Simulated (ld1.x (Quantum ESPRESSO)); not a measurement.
# Which change was made? (Nd, TM semilocal)

neodymium (Nd), norm-conserving Troullier–Martins (semilocal form), made with ld1.x (Quantum ESPRESSO) 7.5 (PBEsol, scalar-relativistic). Core [Kr] 4d10, reference 4f4 5s2 5p6 5d1 6s1 6p0. Waves: 5p (bound): rc 2.20 bohr; 5d (bound): rc 4.15 bohr; 4f (bound): rc 1.05 bohr; 5s (bound): rc 1.70 bohr. Local part: the s channel. Core correction: none.

Occupied shells without a wave of their own: 6s. They enter only through the test configuration that unscreens the potential.

Cutoffs, loose and tight: the cutoffs (Ry, on a coarse ladder) from which the occupation-weighted sum of valence levels, in a spherical-Bessel basis at the reference potential, stays within 10 and 1 mRy of its value at 400 Ry. They do not see the model core or the augmentation charge, which bear on the density cutoff. Test errors are all-electron minus pseudo excitation energies from the reference, over the configurations 4f4 5s2 5p6 5d0 6s2 6p0; 4f4 5s2 5p6 5d0 6s1 6p0; 4f4 5s2 5p6 5d0 6s0 6p0; 4f4 5s2 5p6 5d0 6s0 6p1; 4f3 5s2 5p6 5d0 6s0 6p0; 4f4 5s2 5p5 5d0 6s2 6p0; 4f5 5s2 5p6 5d0 6s0 6p0; variants that change the core or the reference have their own tests. The largest error is taken over the tests solved by every variant that gives reliable tests at all, those not shown here included: 4f3 5s2 5p6 5d0 6s0 6p0; 4f4 5s2 5p5 5d0 6s2 6p0; 4f4 5s2 5p6 5d0 6s0 6p0; 4f4 5s2 5p6 5d0 6s1 6p0; 4f4 5s2 5p6 5d0 6s2 6p0.

The base gives: outcome: generated; cutoff, loose: 260 Ry; cutoff, tight: 300 Ry; bound ghosts: none; largest test error (meV): +184.

Task: After one change the result is: outcome: generated; cutoff, loose: 140 Ry; cutoff, tight: 180 Ry; bound ghosts: none; largest test error (meV): -119 over the solved tests; 1 of 7 tests not solved or not reliable. Which change was it?
A. type RRKJ, which also changes the form from semilocal to separable; rho0 0.01
B. core [Xe], valence charge 6; reference 4f4 5d1 6s1 6p0; waves now 6p (bound): rc 3.65 bohr; 5d (bound): rc 3.70 bohr; 4f (bound): rc 1.60 bohr; 6s (bound): rc 3.15 bohr; core correction Bessel-smoothed model core inside 1.35 bohr
C. wave 5s (bound): rc 1.70 bohr becomes 5s (bound): rc 2.14 bohr
D. all radii scaled by about 1.35 (s 2.28, p 2.96, d 5.58, f 1.42 bohr)
E. reference 4f4 5s2 5p6 5d0 6s2 6p0

Result: B. The others give: wave 5s (bound): rc 1.70 bohr becomes 5s (bound): rc 2.14 bohr → outcome: generated, misses its reference levels by 0.38 eV; cutoff, loose: 260 Ry; cutoff, tight: 300 Ry; bound ghosts: none; largest test error (meV): -1073 | all radii scaled by about 1.35 (s 2.28, p 2.96, d 5.58, f 1.42 bohr) → outcome: generated, misses its reference levels by 0.63 eV; cutoff, loose: 180 Ry; cutoff, tight: 200 Ry; bound ghosts: none; largest test error (meV): +1550 | reference 4f4 5s2 5p6 5d0 6s2 6p0 → outcome: generated; cutoff, loose: 260 Ry; cutoff, tight: 300 Ry; bound ghosts: none; largest test error (meV): -8604 | type RRKJ, which also changes the form from semilocal to separable; rho0 0.01 → outcome: generated; cutoff, loose: 200 Ry; cutoff, tight: 260 Ry; bound ghosts: none; largest test error (meV): +236. In the semilocal form every listed channel keeps its own potential, so the choice of the local channel does not act on these tests. It acts once the file is put into the separable form.
